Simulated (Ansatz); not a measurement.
## Redistribution: C2H3F3 + C4H2F4 → C2H4F2 + C4HF5

Species: C2H3F3 `CC(F)(F)F`, singlet; C4H2F4 `FC1=CC(F)(F)C1F`, singlet; C2H4F2 (1,1-difluoroethane) `CC(F)F`, singlet; C4HF5 `FC1=C(F)C(F)(F)C1F`, singlet. The partners trade F for H; both sit on C, so the bond types are kept.

Shapes, held fixed at every level: PBE0-D4/def2-TZVP. Programs: Ansatz 0.2.0. The zero-point and thermal change to 298 K, harmonic and unscaled (PBE0-D4/def2-TZVP), is +2.6 kJ/mol.

**Question.** Estimate ΔH(298 K) of this reaction.

**Answer.** MP2/def2-TZVPP gives ΔH(298 K) = +82.2 kJ/mol; the levels span +67.1 to +98.2. The median of the levels is +77.9. No measured value is set beside it here. 

| level | kind | ΔH(298 K) (kJ/mol) |
| --- | --- | --- |
| HF/def2-SVP | Hartree–Fock | +98.2 |
| SPW92/def2-TZVPP | LDA | +74.2 |
| PBE-D4/def2-TZVPP | GGA | +67.1 |
| BHLYP-D4/def2-TZVPP | global hybrid | +79.6 |
| PBE0-D4/def2-TZVPP | global hybrid | +74.1 |
| B2PLYP/def2-TZVPP | double hybrid | +76.3 |
| CCSD(T)/def2-SVP | coupled cluster or CI | +92.6 |
| MP2/def2-TZVPP | perturbation theory | +82.2 |
